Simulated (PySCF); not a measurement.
A structure optimised at PBE-D3(BJ)/def2-SVP, used in a PySCF frequency run:

```xyz
10

Si     0.8533     0.3920    -0.8107
Cl     1.5501     0.1088     1.1610
Si    -1.3101    -0.5519    -0.7223
N     -2.1668     0.0129     0.7001
H      0.8368     1.8769    -1.0667
H      1.8525    -0.2338    -1.7480
H     -2.1260    -0.1866    -1.9332
H     -1.1450    -2.0460    -0.6477
H     -2.5589     0.9580     0.6394
H     -1.6469    -0.0698     1.5814
```

Problem. Write its SMILES and formula.

Solution. N[SiH2][SiH2]Cl, ClH₆NSi₂

Problem. What are its rotational constants (standard atomic weights)?

Solution. 4.9871, 1.8433, 1.4711 GHz
